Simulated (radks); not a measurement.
Spin polarisation of the 4f8 shell in Tb3+. Start: [Xe] 4f(up 4, down 4); electrons of 4f are moved from spin down to spin up, other shells keep equal spins. All-electron calculation, non-relativistic Kohn-Sham, SCAN, spin-polarised, spherical densities, point nucleus; meta-GGA in the generalised Kohn-Sham scheme. Program: a radial shooting solver on a logarithmic mesh with Libxc functionals.

moment (Bohr magnetons) = 0: E - E(0) (eV) 0.000; e(4f up) (eV) -38.241; e(4f down) (eV) -38.241; 5p down minus up (eV) 0.000; 5s down minus up (eV) 0.000; 4d down minus up (eV) 0.000
moment (Bohr magnetons) = 1: E - E(0) (eV) -0.272; e(4f up) (eV) -38.782; e(4f down) (eV) -37.663; 5p down minus up (eV) 0.269; 5s down minus up (eV) 0.331; 4d down minus up (eV) 1.160
moment (Bohr magnetons) = 2: E - E(0) (eV) -1.116; e(4f up) (eV) -39.285; e(4f down) (eV) -37.048; 5p down minus up (eV) 0.538; 5s down minus up (eV) 0.663; 4d down minus up (eV) 2.320
moment (Bohr magnetons) = 3: E - E(0) (eV) -2.518; e(4f up) (eV) -39.751; e(4f down) (eV) -36.397; 5p down minus up (eV) 0.810; 5s down minus up (eV) 0.997; 4d down minus up (eV) 3.483
moment (Bohr magnetons) = 4: E - E(0) (eV) -4.473; e(4f up) (eV) -40.177; e(4f down) (eV) -35.708; 5p down minus up (eV) 1.083; 5s down minus up (eV) 1.333; 4d down minus up (eV) 4.649
moment (Bohr magnetons) = 5: E - E(0) (eV) -6.977; e(4f up) (eV) -40.561; e(4f down) (eV) -34.979; 5p down minus up (eV) 1.359; 5s down minus up (eV) 1.671; 4d down minus up (eV) 5.818
moment (Bohr magnetons) = 6: E - E(0) (eV) -10.036; e(4f up) (eV) -40.903; e(4f down) (eV) -34.211; 5p down minus up (eV) 1.640; 5s down minus up (eV) 2.015; 4d down minus up (eV) 6.990

At moment 6 the spin-polarisation energy is -10.036 eV and the 4f exchange splitting 6.692 eV, that is 1.115 eV per Bohr magneton; E = -I m^2/4 would give I = 1.115 eV.
